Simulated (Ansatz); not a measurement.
`B1OCO1`. The species carries charge 0 and has multiplicity 1.

Cartesian coordinates in Å:
```
B -0.0920 -0.3341 1.0074
O -0.9492 -0.4608 -0.0679
C 0.0697 0.2533 -0.7639
O 0.9212 0.3590 0.3748
H -0.1944 -0.7060 2.1289
H -0.2743 1.2283 -1.1158
H 0.5189 -0.3398 -1.5634
```

**Question.** What are the harmonic wavenumbers in cm⁻¹ at PBE0-D4/def2-TZVP (Ansatz, finite differences of forces, unscaled)? (Best estimate.)

**Answer.** Ansatz gave: 401, 884, 895, 905, 958, 1089, 1139, 1144, 1206, 1249, 1418, 1534, 2732, 3072, 3140.

**Question.** Is this a minimum?

**Answer.** Yes, all 15 modes are real.

**Question.** Give the ideal-gas thermochemistry at 298.15 K and 1 bar (rigid rotor, harmonic oscillator; point group C2v, symmetry number 2).

**Answer.** Zero-point energy 130.2 kJ/mol; H(298) − E = 141.7 kJ/mol; entropy 256.2 J/(mol·K), of which translation 159.5, rotation 89.3, vibration 7.4; G(298) − E = 65.4 kJ/mol.
